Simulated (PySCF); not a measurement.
SiHF₂Br, SMILES F[SiH](F)Br.

Geometry optimised at ωB97X-D3(BJ)/def2-SVP.

Method: r2SCAN/def2-TZVPD in PySCF.

Symmetry labels are those of the subgroup Cs that the program uses (full group Cs).

Task: List the valence orbital energies around the gap with their symmetry. (An estimate is asked for; the answer gives what the named calculation found.)

Result: 
```json
[
 {"orbital": "HOMO−7", "symmetry": "A'", "energy (eV)": "-12.41"},
 {"orbital": "HOMO−6", "symmetry": "A'", "energy (eV)": "-12.15"},
 {"orbital": "HOMO−5", "symmetry": "A\"", "energy (eV)": "-11.24"},
 {"orbital": "HOMO−4", "symmetry": "A'", "energy (eV)": "-10.98"},
 {"orbital": "HOMO−3", "symmetry": "A\"", "energy (eV)": "-10.93"},
 {"orbital": "HOMO−2", "symmetry": "A'", "energy (eV)": "-9.57"},
 {"orbital": "HOMO−1", "symmetry": "A\"", "energy (eV)": "-8.38"},
 {"orbital": "HOMO", "symmetry": "A'", "energy (eV)": "-8.35"},
 {"orbital": "LUMO", "symmetry": "A'", "energy (eV)": "-0.50"},
 {"orbital": "LUMO+1", "symmetry": "A\"", "energy (eV)": "-0.31"},
 {"orbital": "LUMO+2", "symmetry": "A'", "energy (eV)": "-0.04"},
 {"orbital": "LUMO+3", "symmetry": "A'", "energy (eV)": "0.70"}
]
```
